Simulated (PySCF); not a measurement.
NMR data simulated for an unnamed compound:

1H NMR (400 MHz, computed): δ 7.53 (m, 1H), 7.19 (m, 1H), 4.60 (m, 1H), 4.60 (m, 1H), 4.54 (m, 1H), 4.26 (m, 1H), 4.11 (m, 1H), 0.24 (d, 3H), 0.05 (m, 1H), -0.10 (m, 1H).

13C{1H} NMR (computed): δ 159.6 (CH), 153.4 (CH), -4.3 (CH3), -15.1 (CH2).

PySCF 2.14.0 with density-fitted response routines calculation with GFN2-xTB structure and shielding tensors at PBE0/pcSseg-1 (GIAO); one averaged value for each set of equivalent atoms, a single conformation, isolated molecule, non-relativistic.

Referencing at the same level of theory: 1H (σ = 31.72 ppm) and 13C (σ = 186.93 ppm) against TMS.

Problem. Which of these does the molecule contain: a Si–H bond, an aldehyde, a Si–CH3 group, a non-aromatic C=C double bond, a heteroaromatic ring, a C≡C triple bond?

Solution. 
- A Si–H bond: yes (δH 4.60 (m)).
- An aldehyde: no.
- A Si–CH3 group: yes (δC -4.3; δH 0.24 (d)).
- A non-aromatic C=C double bond: yes.
- A heteroaromatic ring: no.
- A C≡C triple bond: no.

The data belong to `C[Si@@H]1C=C[SiH2]C[SiH2]1`, C$_{4}$H$_{12}$Si$_{3}$; they needn't prove each group on their own.

Carbon signals by region: 2 in the sp2 and nitrile region (100–160 ppm), 2 below 50 ppm.

Shifts are as computed. Against solution values, carbons near 30 ppm lie about +3 ppm off and those near 130 ppm about +5 ppm. Of 1211 compounds with measured shifts, 218 miss one by over three times the rms of a fit or turn the order of signals round; such compounds aren't used in these exercises. No couplings were computed; multiplicities are counted from neighbouring protons, with m where these are inequivalent, close in shift, in a saturated or five-membered ring or joined by F or P, and br s for small geminal =CH2 splittings.
